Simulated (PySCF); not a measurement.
A structure optimised at B3LYP-D3(BJ)/def2-SVP, used in a PySCF frequency run:

```xyz
10

C      1.1017     1.0033     0.0000
C      1.3989    -0.2929     0.0000
Si    -0.3171    -1.1027     0.0000
C     -1.2258     0.5504     0.0000
C     -0.2757     1.5162     0.0000
H      2.3974    -0.7351     0.0000
H     -0.5889    -1.9286     1.2127
H     -0.5889    -1.9286    -1.2127
H     -2.2950     0.7764     0.0000
H     -0.4784     2.5920     0.0000
```
Charge 0, spin multiplicity 2.

Question: Write its SMILES, formula and point group.

Answer: [C]1=C[SiH2]C=C1, C4H5Si, Cs

Question: What are its rotational constants (standard atomic weights)?

Answer: 6.7784, 5.2009, 3.0481 GHz
